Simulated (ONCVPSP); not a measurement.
An all-electron radial function and its pseudo partner (oxygen)

Columns: radius, all-electron u(r) and pseudo u(r) of the 2p shell (level -43.24 eV) of oxygen in the configuration [He] 2s2 2p2; PBE, scalar-relativistic, ONCV scheme, ONCVPSP 4.0.1.

| r (bohr) | all-electron | pseudo |
| --- | --- | --- |
| 0.082 | 0.0901 | 0.0346 |
| 0.165 | 0.2698 | 0.1344 |
| 0.248 | 0.4594 | 0.2835 |
| 0.330 | 0.6238 | 0.4570 |
| 0.413 | 0.7557 | 0.6344 |
| 0.495 | 0.8516 | 0.7902 |
| 0.578 | 0.9160 | 0.9120 |
| 0.660 | 0.9507 | 0.9892 |
| 0.742 | 0.9613 | 1.0237 |
| 0.825 | 0.9525 | 1.0210 |
| 0.908 | 0.9284 | 0.9900 |
| 0.990 | 0.8937 | 0.9414 |
| 1.072 | 0.8513 | 0.8838 |
| 1.155 | 0.8033 | 0.8225 |
| 1.238 | 0.7524 | 0.7621 |
| 1.320 | 0.7010 | 0.7051 |
| 1.402 | 0.6497 | 0.6510 |
| 1.485 | 0.5988 | 0.5990 |
| 1.568 | 0.5497 | 0.5497 |
| 1.650 | 0.5034 | 0.5034 |
| 1.733 | 0.4592 | 0.4592 |
| 1.815 | 0.4182 | 0.4182 |
| 1.898 | 0.3796 | 0.3796 |
| 1.980 | 0.3441 | 0.3441 |
| 2.062 | 0.3114 | 0.3114 |
| 2.145 | 0.2809 | 0.2809 |

How many radial nodes do the two functions have?

The all-electron 2p function has n − l − 1 = 0; the pseudo-wave has 0.

At about which radius was the pseudo-wave matched?

1.65 bohr. The columns agree to 0.0005 from 1.49 bohr on; several derivatives are matched, so the curves merge somewhat inside the radius.

Is the pseudo-wave norm-conserving?

Yes: the ONCV scheme keeps the norm inside the radius equal to the all-electron one, which fixes the energy derivative of the logarithmic derivative at the level.
